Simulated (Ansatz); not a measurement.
Spectroscopic constants of WH+, multiplicity 5 (lowest of 2S+1 = 1, 3, 5, 7, 9 at CCSD(T)/def2-TZVPP on PBE0 minima; our sources give no spin for the ground state, which may be another). No spin–orbit coupling.

Seven points along R, fitted to fifth degree in 1/R; most abundant isotopes. Runs in def2 and cc sets follow the lowest solution found near the PBE0 minimum.

Codes used: Ansatz (a program for electronic structure). Each number belongs to the level named beside it. In def2 rows elements past Kr take small-core potentials, without spin–orbit coupling.

Energies at PBE0/def2-TZVPP:

```csv
R (Å),E (hartree)
1.570317,-67.22819272
1.612530,-67.23087907
1.651366,-67.23221644
1.695267,-67.23259684
1.739168,-67.23195659
1.789824,-67.23016778
1.848922,-67.22694354
```

**Question.** With a reduced mass of 1.0023 u, find the minimum, the force constant and the constants.

**Answer.** A fifth-degree polynomial in 1/R puts the minimum at r_e = 1.6885 Å with force constant 237 N/m. Then ω_e = (1/2πc)√(k/μ) = 2003 cm⁻¹ and B_e = h/(8π²cμr_e²) = 5.899 cm⁻¹; the cubic and quartic terms give α_e = 0.13 and ω_e x_e = 35 cm⁻¹.
